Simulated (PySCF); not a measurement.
Computed shifts of a molecule CH₆O₂Si₂, PySCF with PBE/pcSseg-1, GIAO, gas phase, atoms alike by connectivity averaged where their shifts nearly agree, in ppm (number of nuclei): ¹³C: 250.5 (1). ²⁹Si: -35.2 (1), -57.2 (1). ¹H: 12.71 (1), 5.63 (3), 5.08 (2). References: ¹⁷O against H2O (σ = 334.3 ppm); ¹³C against TMS (σ = 182.0 ppm); ²⁹Si against TMS (σ = 335.4 ppm); ¹H against TMS (σ = 31.49 ppm), references at their B3LYP-D3(BJ)/def2-TZVP geometries, non-relativistic. Coordinates come from a B3LYP-D3(BJ)/def2-SVP optimisation. One conformer was computed; it need not be the lowest.

Question: Which molecule gave these data?
A. [SiH3]C1O[SiH2]O1
B. O=C([SiH3])O[SiH3]
C. O=C[SiH2]O[SiH3]
D. O=C[Si@@H](O)[SiH3]

Answer: C, O=C[SiH2]O[SiH3]
